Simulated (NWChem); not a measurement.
Correlation energy of Sb (+1)

```
Sb
```
Charge +1, spin multiplicity 3.

The numbers come from NWChem runs, not from measurements.

Basis set: def2-QZVP. Each correlation energy counts from its own Hartree-Fock reference.

Effective core potentials replace the inner electrons of Sb; spin-orbit coupling is left out. The correlated methods keep 4 core orbitals frozen. No SCF solution was tested for a lower state. Open-shell Hartree-Fock references start from PBE0 orbitals. No row is a measurement; the coupled-cluster row has its own basis-set and correlation limits.

Question: One of these methods gave a correlation energy of -498.3 mHa. Which?
A) SCS-UMP2
B) CCSD[T] on ROHF
C) CCSD on ROHF
D) UMP2

Answer: D, UMP2. The others give -435.8 (SCS-UMP2), -468.3 (CCSD on ROHF), -477.6 (CCSD[T] on ROHF).
